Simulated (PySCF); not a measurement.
Field gradients from PBE0/pcSseg-1 densities (PySCF, non-relativistic) at GFN2-xTB geometries, isolated species, one conformer each; χzz is the principal value of largest magnitude, with Q(14N) = 0.02044 b, Q(17O) = −0.0256 b. GFN2-xTB bond lengths can be off by several hundredths of an ångström, more for odd bonds, and the gradients follow them. With so small a basis the couplings can be 20 % off.

Question: Rank these 14N sites by the size of the quadrupole coupling, smallest first.
A. The nitrogen bridging silicon atoms of `CC#C[SiH2]N([SiH3])[SiH2]P`
B. N1 (primary amine nitrogen) in `[NH2:1][CH2:2][SiH2:3][NH:4][SiH3:5]`
C. N8 (pyrrole-type nitrogen) in `[CH3:1][c:2]1[n:3][n:4][c:5]([CH:6]=[O:7])[n:8]1[SiH:9]([CH3:10])[CH3:11]`
D. N6 (pyridine-type nitrogen) in `[CH3:1][C:2](=[O:3])[c:4]1[cH:5][n:6][n:7]([SiH:8]([CH3:9])[CH3:10])[n:11]1`
E. The nitrile nitrogen of `C=C1C[C@@H](C#N)/C1=C/Cl`
F. N7 (silicon-bound nitrogen) in `[CH3:1][CH2:2][NH:3][C:4](=[O:5])[SiH2:6][NH2:7]`

Answer: C (1.619 MHz), A (2.820 MHz), F (4.245 MHz), E (4.652 MHz), D (5.218 MHz), B (5.538 MHz).

Question: Rank these 17O sites by the size of the quadrupole coupling, smallest first.
A. The silyl ether oxygen of `[H]/N=C\CCO[SiH2]N`
B. The ketone oxygen of `CC(=O)c1cnn([SiH](C)C)n1`
C. The carbonyl oxygen of `CCNC(=O)[SiH2]N`
D. The aldehyde oxygen of `Cc1nnc(C=O)n1[SiH](C)C`

Answer: C (9.647 MHz), A (10.27 MHz), D (11.42 MHz), B (12.07 MHz).

All sites together:

```tsv
nucleus	site	Vzz (au)	η	χzz (MHz)
14N	N1 (primary amine nitrogen) in [NH2:1][CH2:2][SiH2:3][NH:4][SiH3:5]	-1.153	0.16	-5.538
14N	N8 (pyrrole-type nitrogen) in [CH3:1][c:2]1[n:3][n:4][c:5]([CH:6]=[O:7])[n:8]1[SiH:9]([CH3:10])[CH3:11]	0.337	0.76	1.619
14N	N6 (pyridine-type nitrogen) in [CH3:1][C:2](=[O:3])[c:4]1[cH:5][n:6][n:7]([SiH:8]([CH3:9])[CH3:10])[n:11]1	-1.087	0.29	-5.218
14N	the nitrogen bridging silicon atoms of CC#C[SiH2]N([SiH3])[SiH2]P	-0.587	0.10	-2.820
14N	the nitrile nitrogen of C=C1C[C@@H](C#N)/C1=C/Cl	-0.969	0.02	-4.652
14N	N7 (silicon-bound nitrogen) in [CH3:1][CH2:2][NH:3][C:4](=[O:5])[SiH2:6][NH2:7]	-0.884	0.35	-4.245
17O	the ketone oxygen of CC(=O)c1cnn([SiH](C)C)n1	-2.007	0.43	12.07
17O	the carbonyl oxygen of CCNC(=O)[SiH2]N	-1.604	0.03	9.647
17O	the aldehyde oxygen of Cc1nnc(C=O)n1[SiH](C)C	-1.899	0.38	11.42
17O	the silyl ether oxygen of [H]/N=C\CCO[SiH2]N	1.707	0.26	-10.27
```
